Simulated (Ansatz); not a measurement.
`[Cl][Hf]([Cl])([Br])[Br]` + H–F → `[F][Hf]([Cl])([Cl])[Br]` + HBr at 500 K and 1 bar (ligand exchange at the Hf–Br bond).

Program: Ansatz. Geometries: PBE0-D4/def2-TZVP. ΔE: electronic, gas phase. CBS: MP2 limit from def2 TZ/QZ plus the TZ coupled-cluster correction, frozen cores. This one scheme is used for every species. def2 core potentials past Kr. For Br, Hf outer-core shells are correlated without core-valence functions, which leaves a few kJ/mol of doubt a bond. Scalar relativity is left out up to krypton.

```
                   species  CCSD(T)/CBS energy (Eh)  H − E (kJ/mol)  S (J/(mol·K))
`[Cl][Hf]([Cl])([Br])[Br]`              -6114.40514            55.4          466.1
                       H–F               -100.39570            39.4          188.7
 `[F][Hf]([Cl])([Cl])[Br]`              -3640.88543            56.5          447.8
                       HBr              -2573.91920            30.5          213.7
```

H − E and S are ideal-gas, rigid-rotor, harmonic terms from PBE0-D4/def2-TZVP. 1 Eh = 2625.50 kJ/mol, R = 8.31446 J/(mol·K).

Question: By hand: ΔE, ΔH, ΔS and ΔG.

Answer: ΔE = (-3640.88543) + (-2573.91920) − (-6114.40514) − (-100.39570) = -0.00379 Eh = -10.0 kJ/mol. Δ(H − E) = 56.5 + 30.5 − 55.4 − 39.4 = -7.8, so ΔH = -17.8 kJ/mol. ΔS = 447.8 + 213.7 − 466.1 − 188.7 = 6.7 J/(mol·K). ΔG = -17.8 − 500 × (6.7)/1000 = -21.2 kJ/mol.

Question: By hand: the equilibrium constant, and the temperature at which ΔG would vanish if ΔH and ΔS stayed fixed.

Answer: log₁₀ K = −ΔG/(RT ln 10) = 2.2. ΔH and −TΔS have one sign here, so there is no such temperature.

The number of gas molecules stays the same, so ΔS is small and ΔH decides. A doubt of 5 kJ/mol in ΔE shifts log₁₀ K by 0.5 here. These are equilibria of isolated gas molecules and say nothing of rates. Largest T1 diagnostic: 0.013 (customary marks: 0.02 for closed shells, 0.045 for open ones).
